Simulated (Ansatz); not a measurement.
Ansatz (a program for electronic structure) input (RI-MP2/cc-pV(T+d)Z):
A basis named .json is the Basis Set Exchange file of that set.

Ansatz 0.2 input:
```yaml
crystal:
  periodic: [false, false, false]
  atoms:
    - {symbol: C, position_ang: [-1.18634963, -0.55694827, -1.59475300]}
    - {symbol: Si, position_ang: [0.08327344, -0.19009890, -0.22229287]}
    - {symbol: C, position_ang: [1.72585008, 0.17917329, -1.12521945]}
    - {symbol: P, position_ang: [0.07795032, -1.76938854, 1.25962988]}
    - {symbol: P, position_ang: [-0.50140573, 2.00505893, 0.36063433]}
    - {symbol: H, position_ang: [-1.19840172, 0.23073946, -2.35306589]}
    - {symbol: H, position_ang: [-2.19160815, -0.64621521, -1.17646991]}
    - {symbol: H, position_ang: [-0.94209445, -1.50518365, -2.08094793]}
    - {symbol: H, position_ang: [2.06641794, -0.72386387, -1.63834966]}
    - {symbol: H, position_ang: [2.49859971, 0.45950444, -0.40503832]}
    - {symbol: H, position_ang: [1.62728004, 0.98775716, -1.85729650]}
    - {symbol: H, position_ang: [1.16490865, -1.17802611, 1.97863299]}
    - {symbol: H, position_ang: [-1.53895534, 1.64928482, 1.26165873]}
    - {symbol: H, position_ang: [0.46285369, 2.11898182, 1.39884815]}
basis:
  gaussian:
    orbitals: cc-pV_T+d_Z.json
    fitting: {mean_field: def2-universal-jkfit, correlation: cc-pVTZ-RIFIT.json}
total_charge: -1
magnetization: {spin_polarized: false}
correlation: {method: mp2, electrons: outside_noble_gas}
```

End of the output:

```
integrals: 0.46 GiB planned
696 factors; integrals over basis functions are off by at most 1.1e0 eV
0.71 GiB of device memory are held for the factors and their scratch space
mean field: 1.30 GiB planned
mean field evaluation 1: about -28609.5633 eV, gradient 2.9e1 eV
mean field evaluation 2: about -28612.3039 eV, gradient 1.1e1 eV
mean field evaluation 4: about -28612.7417 eV, gradient 8.1e-1 eV
mean field -28612.74626116 eV, -1051.4990306816 hartree, gradient 2.2e-6 eV, S^2 0.000000; 0 other end points of the search recorded, 0 dependent functions left out
17 core orbitals not correlated
798 factors; their error is unknown
reference -28612.74626116 eV, -1051.4990306816 hartree; 16, 16 occupied and 270, 270 virtual orbitals, 798 factors
second order -22.08731118 eV of doubles, -0.00000000 eV of singles
Total energy: -28634.83357234 eV, -1052.3107243961 hartree
```

It need not be the lowest isomer of its formula. Whether it binds its extra electron was not tested at this geometry.
